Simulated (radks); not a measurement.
Results of a calculation; reference values are marked as such.
Q: Coherent X-ray form factor from a spherical all-electron density. Level of theory: Dirac Kohn-Sham, PBE, spin-unpolarised, spherical densities, finite nucleus; Fermi nuclear charge, rms radius of each element as measured or else 0.836 A^(1/3) + 0.57 fm (a radial shooting solver on a logarithmic mesh with Libxc functionals).

sin(theta)/lambda (1/angstrom)  f0 (electrons)
0.05                                    65.509
0.1                                     64.092
0.15                                    61.899
0.2                                     59.142
0.25                                    56.051
0.3                                     52.834
0.4                                     46.617
0.5                                     41.171
0.6                                     36.576
0.8                                     29.360
1                                       24.065
1.25                                    19.584
1.5                                     16.787
2                                       13.276

The species is in the configuration that NIST lists as its ground one. Which atom or ion scatters so?

A: The lutetium ion Lu5+, [Xe] 4f12. Extrapolating in s^2 from the first two rows gives f0(0) = 66.0, near the electron count 66; among species with that count, the fall with angle is slower the higher Z, and the table is that of Z = 71; from so few rows the species is fixed only to a neighbour or two.
